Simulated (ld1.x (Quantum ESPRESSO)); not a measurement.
## What one change does to a pseudopotential (Al, TM)

| Quantity | Value |
| --- | --- |
| Element | aluminium (Al) |
| Generator | ld1.x (Quantum ESPRESSO) 7.5 |
| Type | norm-conserving Troullier–Martins (Kleinman–Bylander form) |
| Functional | LDA (PZ) |
| Relativity | non-relativistic |
| Frozen core | [Ne] |
| Valence charge | 3 |
| Reference configuration | 3s2 3p1 |
| Partial waves | 3s (bound): rc 1.80 bohr; 3p (bound): rc 1.90 bohr; 3d channel at 0.4 Ry: rc 1.55 bohr |
| Local potential | all-electron potential smoothed inside 1.40 bohr (lloc = -1) |
| Core correction | Bessel-smoothed model core, default radius (core density twice the valence density) |

All-electron outer shells of the reference configuration (LDA (PZ), non-relativistic, ld1.x):

```csv
shell,level (eV),outermost node (bohr),outermost maximum (bohr)
3s,-7.81,0.80,2.06
3p,-2.80,0.82,2.64
```

Change: wave 3s (bound): rc 1.80 bohr becomes 3s (bound): rc 2.38 bohr.

Cutoffs: the cutoffs (Ry, on a coarse ladder) from which the occupation-weighted sum of valence levels, in a spherical-Bessel basis at the reference potential, stays within 10 and 1 mRy of its value at 400 Ry; they do not see the model core or the augmentation charge, which bear on the density cutoff. Errors are all-electron minus pseudo energies relative to the spin-unpolarised reference configuration.

Task: Predict the effect on cutoff, ghosts and configuration errors.

Result: The potential gets softer (10 Ry and 30 Ry → 8 Ry and 25 Ry); of the 9 tests that both files solve, the error grows in 3 and shrinks in 2 by more than 15 % and 0.3 meV (median size 1.1 → 4.2 meV); neither file shows a bound ghost. A larger radius leaves more room for a smooth pseudo-wave, so fewer plane waves are needed.

```csv
quantity,base,changed
"cutoff, loose",10 Ry,8 Ry
"cutoff, tight",30 Ry,25 Ry
bound ghosts,none,none
"error for 3s2 3p0, meV [ΔE 5.86 eV]",+3.3,+4.6
"error for 3s1 3p0, meV [ΔE 25.20 eV]",+25,+28
"error for 3s2 3p0.5, meV [ΔE 2.13 eV]",+0.6,+0.7
"error for 3s1 3p1, meV [ΔE 11.64 eV]",+7.0,+4.2
"error for 3s0 3p3, meV [ΔE 10.44 eV]",-1.1,-18
"error for 3s2 3p1.3, meV [ΔE -0.60 eV]",+0.1,+0.1
"error for 3s1 3p2, meV [ΔE 5.12 eV]",+0.1,-3.3
"error for 3s2 3p1 (spin-polarised), meV [ΔE -0.14 eV]",+0.6,+0.8
"error for 3s1 3p0 (spin-polarised), meV [ΔE 24.77 eV]",+18,+12
```
